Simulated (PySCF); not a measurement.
PbHCl, SMILES [Cl][PbH] (connectivity only; charge and spin as stated), neutral, multiplicity 1.

Coordinates come from a B3LYP-D3(BJ)/def2-TZVP optimisation. The def2 effective core potentials stand for the cores of Pb; spin–orbit coupling is left out.

These are PySCF 2.14.0 with TDA-ωB97X/def2-TZVPD values and carry that method's errors.

Vertical excitations.  State labels are in the subgroup Cs.

Computed UV-visible absorptions:
| state | symmetry | energy (eV) | λ (nm) | f | main pairs |
|---|---|---|---|---|---|
| S1 | A" | 2.84 | 437 | 0.008 | HOMO→LUMO 97 % |
| S2 | A" | 4.74 | 261 | 0.009 | HOMO−2→LUMO 96 % |
| S3 | A' | 4.94 | 251 | 0.013 | HOMO→LUMO+1 73 %, HOMO−1→LUMO 23 % |
| S4 | A" | 5.08 | 244 | 0.003 | HOMO−3→LUMO 95 % |
| S5 | A' | 5.21 | 238 | 0.053 | HOMO−1→LUMO 68 %, HOMO→LUMO+1 21 % |
| S6 | A' | 6.46 | 192 | 0.219 | HOMO→LUMO+2 81 % |
| S7 | A" | 6.67 | 186 | 0.016 | HOMO−1→LUMO+1 88 % |
| S8 | A' | 6.86 | 181 | 0.147 | HOMO−2→LUMO+1 58 %, HOMO−3→LUMO+1 18 %, HOMO→LUMO+2 12 % |
| S9 | A' | 7.67 | 162 | 0.194 | HOMO→LUMO+3 70 % |
| S10 | A' | 7.83 | 158 | 0.485 | HOMO−3→LUMO+1 38 %, HOMO−2→LUMO+2 25 %, HOMO→LUMO+3 10 %, HOMO−2→LUMO+1 6 % |
| T1 | A" | 2.36 | 525 | 0 | HOMO→LUMO 96 % |
| T2 | A" | 4.52 | 274 | 0 | HOMO−2→LUMO 85 % |
| T3 | A' | 4.56 | 272 | 0 | HOMO→LUMO+1 88 % |
| T4 | A' | 4.64 | 267 | 0 | HOMO−1→LUMO 93 % |
Triplets are in the Tamm–Dancoff approximation.
